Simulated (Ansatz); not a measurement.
```yaml
crystal:
  periodic: [false, false, false]
  atoms:
    - {symbol: C, position_ang: [-1.227010, 1.062606, 0.155772]}
    - {symbol: N, position_ang: [-0.901962, 0.877746, -0.526248]}
    - {symbol: Si, position_ang: [-0.260816, 0.029300, -1.036495]}
    - {symbol: O, position_ang: [0.103224, -0.568856, 0.006866]}
    - {symbol: Si, position_ang: [0.955514, -0.803838, 0.517727]}
    - {symbol: H, position_ang: [-1.514423, 1.476594, 0.404976]}
    - {symbol: H, position_ang: [-0.843048, 0.632504, 0.888816]}
    - {symbol: H, position_ang: [-1.028525, -0.609668, -1.247462]}
    - {symbol: H, position_ang: [0.424549, 0.364973, -1.431196]}
    - {symbol: H, position_ang: [0.860776, -0.473046, 1.299620]}
    - {symbol: H, position_ang: [1.225480, -1.643915, 0.330925]}
    - {symbol: H, position_ang: [1.974226, -0.234423, 0.239286]}
basis:
  gaussian: {orbitals: def2-SVPD}
hamiltonian: {xc: {name: PBE-QIDH}}
accuracy: high
```

```sh
$ ansatz run in.yaml --threads 4 --pin off --events-out ev --progress --plain --max-ram 10444MiB
```

Shortened log:

```
Functional definition: PBE-QIDH
  name "PBE-QIDH"
  cite "Brémond, Sancho-García, Pérez-Jiménez & Adamo, J. Chem. Phys. 141, 031101 (2014) doi:10.1063/1.4890314"
  cite "Perdew, Burke & Ernzerhof, Phys. Rev. Lett. 77, 3865 (1996) doi:10.1103/PhysRevLett.77.3865"
  parameter a = 3^(-1/3)
  parameter c = 1/3
  exchange = (1 - a)*pbe_x + a*exact_x
  correlation = (1 - c)*pbe_c + c*(mp2_os + mp2_ss)
3098 factors; integrals over basis functions are off by at most 3.8e-9 eV
mean field evaluation 1: about -20265.3061 eV, gradient 9.5e1 eV
mean field evaluation 2: about -20265.3547 eV, gradient 9.5e1 eV
mean field evaluation 4: about -20280.1953 eV, gradient 5.0e0 eV
mean field evaluation 8: about -20280.2498 eV, gradient 2.6e-1 eV
mean field evaluation 16: about -20280.2501 eV, gradient 2.5e-4 eV
mean field -20280.25007862 eV, -745.2854439422 hartree, gradient 7.4e-8 eV, S^2 0.000000; 0 other end points of the search recorded, 0 dependent functions left out
13 core orbitals not correlated: weight in the atoms' cores, before any rotation towards them, 0.996 or more for the frozen orbitals, at most 0.002 for the correlated occupied ones
reference -20280.25008011 eV, -745.2854439970 hartree; 15, 15 occupied and 139, 139 virtual orbitals, 3098 factors
second order -20.08245857 eV of doubles, -0.00000000 eV of singles
Total energy: -20286.94423297 eV, -745.5314495770 hartree
```

**Question.** Something in this input is off. What?

**Answer.** The geometry is squeezed to about two thirds of its size. Self-consistency was reached. The result belongs to that input, not to the molecule as meant.
